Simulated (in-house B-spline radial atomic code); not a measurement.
Zn²⁺. Computed with a B-spline radial atomic code. Model: all-electron spherical atom, spin shells full or empty, radial basis limit, no spin-orbit coupling, Breit or QED, empty-state partial waves extrapolated as (l+1/2)^-4, RPA, G0W0 and static COHSEX of the highest shell as one setting changes (uncorrelated shells keep exact exchange).

Given: element Zn; charge 2; filled core Ar; hamiltonian one-electron scalar X2C; mean-field start PBE; highest l of empty states 9; nuclear rms radius 3.9283 fm; highest mean-field shell 3d.

Shell: 3d 5 5 (electrons up and down).

```tsv
lowest nl shells left uncorrelated	RPA correlation energy (hartree)	G0W0 level (eV)	G0W0 minus most complete (meV)	COHSEX level (eV)	linearised minus solved G0W0 (meV)
0	-2.1711	-39.737	0	-45.381	-172
1	?	?	?	?	?
2	-1.8477	-39.714	23.4	-45.368	-170.2
3	?	?	?	?	?
4	-1.179	-39.635	102.5	-45.264	-168.2
5	-0.65103	-39.875	-137.9	-45.199	-202.7
```

Question: What follows for lowest nl shells left uncorrelated = 1?

Answer: RPA correlation energy -2.0221 hartree; G0W0 level -39.737 eV; G0W0 minus most complete 0.4 meV; COHSEX level -45.381 eV; linearised minus solved G0W0 -171.9 meV.

Question: What follows for lowest nl shells left uncorrelated = 3?

Answer: RPA correlation energy -1.3684 hartree; G0W0 level -39.644 eV; G0W0 minus most complete 93.3 meV; COHSEX level -45.357 eV; linearised minus solved G0W0 -163.9 meV.
